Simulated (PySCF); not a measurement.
Al(F)(Me)(NHMe) (C2H7AlFN), SMILES C[NH][Al]([CH3])[F]. Atoms are numbered in the order given.

```xyz
12

Al    -0.1051     0.5217     0.0000
F     -1.3511     1.6391     0.0000
C      1.7440     1.1189     0.0000
H      2.4595     0.2810     0.0000
H      1.9549     1.7423     0.8854
H      1.9549     1.7423    -0.8854
N     -0.6125    -1.1768     0.0000
C      0.2063    -2.3756     0.0000
H     -1.6068    -1.3927     0.0000
H      0.0368    -3.0108    -0.8905
H      0.0368    -3.0108     0.8905
H      1.2754    -2.1079     0.0000
```

Geometry: B3LYP-D3(BJ)/def2-SVP. One conformer was computed; it need not be the lowest.

Calculation: PySCF with ωB97X/def2-TZVP.

Symmetry labels are those of the subgroup Cs that the program uses (full group Cs).

Computed valence orbital energies around the gap with their symmetry:
```csv
orbital,symmetry,energy (eV)
HOMO−7,A',-14.38
HOMO−6,A",-13.82
HOMO−5,A',-13.66
HOMO−4,A",-13.53
HOMO−3,A',-13.45
HOMO−2,A',-12.52
HOMO−1,A',-11.06
HOMO,A",-9.26
LUMO,A',1.91
LUMO+1,A",2.26
LUMO+2,A',3.30
LUMO+3,A',3.50
```
